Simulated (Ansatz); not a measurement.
Input for Ansatz (an electronic-structure program): R-CCSD(T)/def2-TZVPP on F2HOSb (SMILES [OH][Sb]([F])[F]), a point of a torsion scan. Elements past Kr take the def2 small-core potentials; no spin–orbit coupling. The run froze 12 orbitals, filled d shells among them.

Ansatz 0.2 input:
```yaml
crystal:
  periodic: [false, false, false]
  atoms:
    - {symbol: O, position_ang: [1.00461630, -0.62642138, 0.08636682]}
    - {symbol: Sb, position_ang: [-0.48285893, 0.43914198, 0.61553634]}
    - {symbol: F, position_ang: [-1.07487033, -1.04117213, 1.74987357]}
    - {symbol: F, position_ang: [-1.55922714, -0.31378106, -0.85332941]}
    - {symbol: H, position_ang: [1.80212860, -0.15166461, -0.14090683]}
basis:
  gaussian:
    orbitals: def2-TZVPP
magnetization: {spin_polarized: false}
correlation: {method: ccsd_t, electrons: outside_noble_gas}
scf: {lower_state_search: off}
```

The log:

```
WARN ansatz: RAYON_NUM_THREADS=1 ignored (pool sized by the plan → 1); use --threads N
Functional definition: HF
these checks for a lower state are left out or cut short: stability, starts, cluster_reference, orbital_swaps, neighbouring_geometries, increment
integrals: 0.40 GiB planned
1157 factors; integrals over basis functions are off by at most 9.2e-4 eV
mean field: 0.47 GiB planned
mean field evaluation 1: about -13975.0924 eV, gradient 5.5e1 eV
mean field evaluation 2: about -13975.2573 eV, gradient 5.6e1 eV
mean field evaluation 4: about -13980.6071 eV, gradient 2.6e0 eV
mean field evaluation 8: about -13980.6716 eV, gradient 4.2e-1 eV
mean field evaluation 16: about -13980.6722 eV, gradient 1.5e-6 eV
mean field -13980.67223594 eV, -513.7802282308 hartree, gradient 1.5e-6 eV, S^2 0.000000; 0 other end points of the search recorded, 0 dependent functions left out
12 core orbitals not correlated
reference -13980.67223594 eV, -513.7802282308 hartree; 13, 13 occupied and 132, 132 virtual orbitals, 1157 factors
second order -23.79549691 eV of doubles, -0.00000000 eV of singles
coupled cluster: 1.18 GiB planned
cycle   1  -23.10742182 eV  change    6.9e-1 eV  update   1.3e-1
cycle   2  -23.66100743 eV  change   -5.5e-1 eV  update   4.6e-2
cycle   3  -23.81608469 eV  change   -1.6e-1 eV  update   2.2e-2
cycle   4  -23.80042174 eV  change    1.6e-2 eV  update   6.2e-3
cycle   5  -23.79315142 eV  change    7.3e-3 eV  update   2.8e-3
cycle   6  -23.79498050 eV  change   -1.8e-3 eV  update   1.0e-3
cycle   7  -23.79507489 eV  change   -9.4e-5 eV  update   3.1e-4
cycle   8  -23.79477289 eV  change    3.0e-4 eV  update   1.2e-4
cycle   9  -23.79474856 eV  change    2.4e-5 eV  update   4.4e-5
cycle  10  -23.79479318 eV  change   -4.5e-5 eV  update   1.8e-5
cycle  11  -23.79476426 eV  change    2.9e-5 eV  update   7.2e-6
perturbative correction -0.81990852 eV, -0.0301310825 hartree
Total energy: -14005.28690873 eV, -514.6848007713 hartree
Checks for a lower state left out: stability, starts, cluster_reference, orbital_swaps, neighbouring_geometries, increment
```

Self-consistency was reached.

Cost: about 29 core-seconds (a rough figure).
